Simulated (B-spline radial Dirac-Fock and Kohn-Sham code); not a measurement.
# Elastic scattering of 60.7 eV electrons by atomic aluminum

Calculated with an atomic code on a B-spline grid, using relativistic (Dirac) partial waves in the static field of the Dirac-Fock atom with Furness-McCarthy exchange, without polarisation or absorption potentials. Below a few hundred eV the neglected polarisation potential matters, most of all at small angles.

```tsv
θ (°)	dσ/dΩ (a₀²/sr)	Sherman function
0	53.8	0.000
10	37.8	0.000
20	14.7	0.000
30	4.04	-0.001
40	1.22	-0.003
50	0.903	-0.003
60	1.05	-0.001
70	1.09	0.001
80	0.900	0.003
90	0.562	0.005
100	0.219	0.008
110	0.0245	0.012
120	0.0866	-0.017
130	0.438	-0.007
140	1.03	-0.004
150	1.73	-0.002
160	2.40	-0.001
170	2.87	-0.001
180	3.05	0.000
```

The total elastic cross section is 25.0 a₀², the first transport cross section 10.9 a₀² and the second, weighted with (3/2) sin²θ, 10.0 a₀². The mean deflection is ⟨1 − cos θ⟩ = 0.435, and 17 % of the collisions scatter beyond 90°.

On this grid of angles the cross section has minima near 50°, 110°, from interference among the few low partial waves with large phase shifts.

Phase shifts modulo π (rad) for κ = −1 to −5: -0.779, 0.278, 1.285, 0.596, 0.315.
